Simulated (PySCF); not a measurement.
HS2, SMILES [S]S (connectivity only; charge and spin as stated), charge -1, multiplicity 1. Atoms are numbered in the order given.

```xyz
3

S      0.0127     1.0931     0.0000
S     -0.0888    -1.0083     0.0000
H      1.2187    -1.3575     0.0000
```
Charge -1, spin multiplicity 1.

Geometry: B3LYP-D3(BJ)/def2-TZVPD. The spin state was assumed, not searched. The isomer is the one that the SMILES or the coordinates give; other isomers of the formula were not compared.

Estimates of the vertical detachment energy (IE) of the anion in eV. Rows of orbital energies are one-electron estimates, which approximate functionals can put far too low.

```
level                                                IE
------------------------------------------------  -----
−ε(HOMO), −ε(LUMO), CAM-B3LYP/def2-TZVPD (PySCF)   1.17
−ε(HOMO), −ε(LUMO), B3LYP/def2-TZVPD (PySCF)      -0.27
EOM-CCSD/aug-cc-pVDZ (PySCF)                       1.84
ADC(2)/aug-cc-pVDZ (PySCF)                         1.32
```

### Question
Beyond the first one, list the lowest photoelectron lines from ADC(2)/aug-cc-pVDZ in PySCF with their pole strengths (two spins summed). (The exact figures need the calculation; the answer reports its results.)

### Answer
2.11 eV (1.75), 4.52 eV (1.73), 5.44 eV (1.75), 7.98 eV (1.73).
